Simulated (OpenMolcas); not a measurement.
**Ta4+: moving the ligands**

Ta4+ with 6 ligands (fluoride) in octahedral coordination (Oh) at 1.99 Å. A charge of +0.333 e stands 2.8 Å behind each ligand. Ligand basis ANO-RCC-VDZP.
```
Ta    0.0000    0.0000    0.0000
F     1.9900    0.0000    0.0000
F     0.0000    1.9900    0.0000
F    -1.9900    0.0000    0.0000
F     0.0000   -1.9900    0.0000
F     0.0000    0.0000    1.9900
F     0.0000    0.0000   -1.9900
```

* Program: OpenMolcas 26.06
* Method: CASSCF
* Basis: ANO-RCC-VDZP [7s6p4d2f1g]
* Scalar Hamiltonian: DKH2, point nucleus
* Active space: 1 electron in 5 orbitals (5d)
* State averaging: 2S+1 = 2 even, 5 roots
* Spin-orbit coupling: state interaction with AMFI integrals over the reference wave functions

Runs around this geometry, states (labels of O, the rotations of Oh). Energies in cm-1 above the lowest state or level, χT in cm3 K/mol; under a threefold ground state the first gap can be a small split of the lowest multiplet, not the spin-orbit step; 10Dq is the gap between the two states.

```csv
R (Å),Ground state,First state of that spin,10Dq,First gap with spin-orbit (degeneracies),χT at 300 K
1.89,2T2,2E 43863,43863,"3910 (4, 2)",0.040
1.99,2T2,2E 35442,35442,"4005 (4, 2)",0.042
2.06,2T2,2E 30439,30439,"4082 (4, 2)",0.044
```

Taking |10Dq| as R^-n, n = -ln(30439 / 43863) / ln(2.06 / 1.89) = 4.2 between the shortest and longest distance. The point-charge formula for a cubic d site gives n = 5.

An orbital triplet at a regular site is open to Jahn-Teller coupling, which can distort the site and quench the lowest spin-orbit gaps and is left out. With metal d orbitals alone the field can be off either way by tens of per cent. Ligand-to-metal charge-transfer states are missing. The least metal-like active orbital is 72 % on the metal (Löwdin) and no ligand orbital is active, so the numbers are rough (holds for R = 1.89). The least metal-like active orbital is 77 % on the metal (Löwdin) and no ligand orbital is active, so the numbers are rough (holds for R = 1.99). The least metal-like active orbital is 79 % on the metal (Löwdin) and no ligand orbital is active, so the numbers are rough (holds for R = 2.06). No measured value stands beside these numbers; the geometry was imposed, not optimised, and the real ion may take another.
